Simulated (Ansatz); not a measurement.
Total energies of `S=[CH][GeH3]`.

Z-matrix (Å, degrees):
```
Ge
C 1 1.962
H 1 1.530 2 108.6
H 1 1.539 2 108.7 3 121.1
H 1 1.539 2 108.7 3 -121.1
S 2 1.607 1 124.3 3 0.1
H 2 1.094 1 116.6 3 -179.9
```

Charge 0, multiplicity 1. Correlated methods include outer-core shells of Ge, which these sets cover unevenly. Scalar relativity is left out up to krypton. The geometry is a stationary point of PBE0-D4/def2-TZVP. Basis def2-TZVPP, Ansatz.

RPA on PBE orbitals: Hartree–Fock energy of these orbitals -2513.02270 Eh, correlation -0.98755 Eh (frozen core).

| functional | energy without D4 (Eh) | D4 term (kJ/mol) |
| --- | --- | --- |
| HSE06 (plane-wave form) | -2515.22445 | -10.7 |
| BHLYP | -2515.63695 | -18.3 |

Give the same for LDA (SPW92), PBE, revPBE, BLYP, r2SCAN, B97M-V, PBE0, B3LYP, r2SCANh, r2SCAN0, CAM-B3LYP, LC-ωPBE, ωB97X-V, ωB97M-V, B2PLYP, PBE-QIDH. (Best estimate.)

Ansatz gave: 
```json
{"functional": "LDA (SPW92)", "energy without D4 (Eh)": "-2510.76725", "D4 term (kJ/mol)": "–"}
{"functional": "PBE", "energy without D4 (Eh)": "-2515.14367", "D4 term (kJ/mol)": "-13.6"}
{"functional": "revPBE", "energy without D4 (Eh)": "-2515.44597", "D4 term (kJ/mol)": "-38.5"}
{"functional": "BLYP", "energy without D4 (Eh)": "-2515.72189", "D4 term (kJ/mol)": "-29.8"}
{"functional": "r2SCAN", "energy without D4 (Eh)": "-2515.62475", "D4 term (kJ/mol)": "-3.1"}
{"functional": "B97M-V", "energy without D4 (Eh)": "-2515.20110", "D4 term (kJ/mol)": "–"}
{"functional": "PBE0", "energy without D4 (Eh)": "-2515.23386", "D4 term (kJ/mol)": "-11.4"}
{"functional": "B3LYP", "energy without D4 (Eh)": "-2515.75706", "D4 term (kJ/mol)": "-22.2"}
{"functional": "r2SCANh", "energy without D4 (Eh)": "-2515.61227", "D4 term (kJ/mol)": "-3.3"}
{"functional": "r2SCAN0", "energy without D4 (Eh)": "-2515.59480", "D4 term (kJ/mol)": "-3.7"}
{"functional": "CAM-B3LYP", "energy without D4 (Eh)": "-2515.79294", "D4 term (kJ/mol)": "-11.7"}
{"functional": "LC-ωPBE", "energy without D4 (Eh)": "-2515.26783", "D4 term (kJ/mol)": "–"}
{"functional": "ωB97X-V", "energy without D4 (Eh)": "-2515.42320", "D4 term (kJ/mol)": "–"}
{"functional": "ωB97M-V", "energy without D4 (Eh)": "-2515.52226", "D4 term (kJ/mol)": "–"}
{"functional": "B2PLYP", "energy without D4 (Eh)": "-2515.15511", "D4 term (kJ/mol)": "–"}
{"functional": "PBE-QIDH", "energy without D4 (Eh)": "-2514.81434", "D4 term (kJ/mol)": "–"}
```

B3LYP takes the VWN-RPA correlation (the form of Gaussian; ORCA's B3LYP/G). HSE06 is the plane-wave form, built on full-range PBE exchange. The double hybrids freeze the cores in their second-order part.

LC-ωPBE has ω = 0.4 bohr⁻¹.
